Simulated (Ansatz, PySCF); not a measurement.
C5H3Br, SMILES C#CC(Br)=C=C. Atoms are numbered in the order given.

```xyz
9

C      2.7178    -1.0904     0.0000
C      1.5280    -0.8542     0.0001
C      0.1422    -0.5575     0.0000
Br    -0.3187     1.2984    -0.0001
C     -0.8196    -1.4541     0.0000
C     -1.7717    -2.3454     0.0000
H      3.7709    -1.3035    -0.0001
H     -2.1858    -2.7337     0.9377
H     -2.1858    -2.7336    -0.9378
```

Coordinates come from a PBE0-D3(BJ)/def2-SVP optimisation. The structure was generated by enumeration, and PubChem lists no compound with its InChIKey, so it may never have been made.

Two levels are set side by side: PBE-D3(BJ)/def2-SVP (Ansatz, a quantum-chemistry and plane-wave program) and PBE0-D3(BJ)/def2-SVP (Ansatz). Each level has its own optimised geometry; the coordinates shown are those of the second. Frequencies come from the Hessian of PySCF at each geometry. Differences are taken from unrounded values.

```tsv
quantity	PBE0-D3(BJ)
mean bond length (Å)	1.304
bond C1–C2 (Å)	1.213
bond C2–C3 (Å)	1.417
bond C3–Br4 (Å)	1.912
bond C3–C5 (Å)	1.315
bond C5–C6 (Å)	1.304
bond C1–H7 (Å)	1.074
bond C6–H8 (Å)	1.096
bond C6–H9 (Å)	1.096
highest harmonic wavenumber (cm⁻¹)	3489
mean harmonic wavenumber (cm⁻¹)	1173
zero-point energy (kcal/mol)	35.21
```

### Question
What does PBE-D3(BJ) give, and how far is it from PBE0-D3(BJ)? (The exact figures need the calculation; the answer reports its results.)

### Answer

```
quantity                            PBE-D3(BJ)  PBE-D3(BJ) minus PBE0-D3(BJ)
----------------------------------  ----------  ----------------------------
mean bond length (Å)                     1.314                         0.010
bond C1–C2 (Å)                           1.226                         0.013
bond C2–C3 (Å)                           1.416                        -0.001
bond C3–Br4 (Å)                          1.941                         0.028
bond C3–C5 (Å)                           1.325                         0.010
bond C5–C6 (Å)                           1.314                         0.010
bond C1–H7 (Å)                           1.081                         0.007
bond C6–H8 (Å)                           1.105                         0.009
bond C6–H9 (Å)                           1.105                         0.009
highest harmonic wavenumber (cm⁻¹)        3407                           -82
mean harmonic wavenumber (cm⁻¹)           1126                           -47
zero-point energy (kcal/mol)             33.81                         -1.40
```

Exact exchange shortens and stiffens bonds; PBE has none. Differences between two approximate levels are no errors against the true value.
